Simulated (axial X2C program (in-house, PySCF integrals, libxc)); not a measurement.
CrF⁻: properties at the nuclei

Calculated with an axial X2C code built on PySCF integrals: two-component X2C with atomic mean-field Coulomb and Gaunt terms, Gaussian nuclei, basis Cr dyall-acv3z, F dyall-av3z with contracted cores.

R = 1.832 Å (near the PBE0 minimum at charge -1 of the determinant lowest at the starting distance; the state shown can have its own minimum elsewhere).

Input and command:
```json
{"zs": [24, 9], "q": -1, "bas": ["dyall-acv3z", "dyall-av3z"], "r0": 1.86, "levels": ["PBE0", "HF", "LDA", "r2SCAN", "PBE"], "nst": 3}
```
```bash
python soeom.py task.json out
```

Keys: zs atomic numbers; q charge; bas basis sets; r0 starting distance in Å; levels methods; nst determinants followed.

Determinant lowest in the PBE0 search, Ω = 2 (⟨Sz⟩ = 2.00, ⟨Lz⟩ = 0.00 at PBE0), spin on the atoms Cr 2.01, F -0.01:

```json
{"level": "PBE0", "Eeff magnitude (GV/cm)": "0.227", "Ws magnitude Cr (kHz)": "0.0354", "A∥/gI Cr (MHz)": "160", "qzz Cr (a.u.)": "-0.01", "A∥/gI F (MHz)": "-11.9", "qzz F (a.u.)": "0.66"}
{"level": "LDA", "Eeff magnitude (GV/cm)": "0.292", "Ws magnitude Cr (kHz)": "0.0454", "A∥/gI Cr (MHz)": "145", "qzz Cr (a.u.)": "0.15", "A∥/gI F (MHz)": "-17.1", "qzz F (a.u.)": "0.76"}
{"level": "r2SCAN", "Eeff magnitude (GV/cm)": "0.206", "Ws magnitude Cr (kHz)": "0.0292", "A∥/gI Cr (MHz)": "242", "qzz Cr (a.u.)": "-0.05", "A∥/gI F (MHz)": "-10.6", "qzz F (a.u.)": "0.72"}
{"level": "PBE", "Eeff magnitude (GV/cm)": "0.268", "Ws magnitude Cr (kHz)": "0.0416", "A∥/gI Cr (MHz)": "146", "qzz Cr (a.u.)": "0.08", "A∥/gI F (MHz)": "-13.1", "qzz F (a.u.)": "0.76"}
```

Determinant 0.14 eV from it at PBE0 and this distance, Ω = 3 (⟨Sz⟩ = 3.00, ⟨Lz⟩ = 0.00 at PBE0), spin on the atoms Cr 3.01, F -0.01:

| level | Eeff magnitude (GV/cm) | Ws magnitude Cr (kHz) | A∥/gI Cr (MHz) | qzz Cr (a.u.) | A∥/gI F (MHz) | qzz F (a.u.) |
| --- | --- | --- | --- | --- | --- | --- |
| PBE0 | 0.0128 | 0.0142 | 245 | -0.87 | 2.57 | 0.36 |
| LDA | 0.102 | 0.0263 | 321 | -0.80 | 4.3 | 0.37 |
| r2SCAN | 0.0645 | 0.021 | 299 | -0.85 | 6.25 | 0.32 |
| PBE | 0.0957 | 0.0247 | 290 | -0.72 | 4.88 | 0.40 |

Eeff is the effective electric field on the electron electric dipole moment in this Ω state and Ws the scalar–pseudoscalar constant of the nucleus named (defined with the proton number Z and per Ω); A∥ (defined per Ω) follows by multiplying with gI = μI/(I μN); qzz is the electric field gradient, eQq0 = 234.96 MHz × Q/barn × qzz. The operators were transformed with the bare-nucleus X2C matrices; with these basis sets, hyperfine constants and field gradients can be off by tens of per cent, and where levels differ in sign neither size nor sign is settled.

Task: With gI(53Cr) = -0.3164, gI(19F) = 5.2577 (g factors from the IAEA table of nuclear moments by Stone), turn the PBE0 values of the first state into constants in MHz.

Result: A∥(53Cr) = 160 × -0.3164 = -50.6 MHz; A∥(19F) = -11.9 × 5.2577 = -62.6 MHz.

Each state is one determinant with collinear spin, which with several unpaired electrons need not be a pure state. For an anion, determinants above electron detachment, or with a positive highest level, are held by the basis set. This is the top spin component of a Σ state; components of lower Ω are not single determinants and can lie lower. With several open shells hyperfine constants can be off by a factor of several. Where Eeff spreads by more than a factor of two the levels disagree and none is to be relied on. Open-shell Ω = 0 determinants with evenly filled partner blocks cannot be reached by this program, so the Ω shown need not be the lowest component. Left out as unconverged or as another state under the same occupation: HF in at least one table. At r2SCAN a later determinant lies lower. States lie within half an eV, so the first need not be the ground state. Further determinants of the search, some of them spin-mixed, are not shown. Where a field gradient or hyperfine factor spreads by more than a factor of two over the levels, a constant derived from it is not to be relied on. PBE0 term energies can be off by some tenths of an eV.
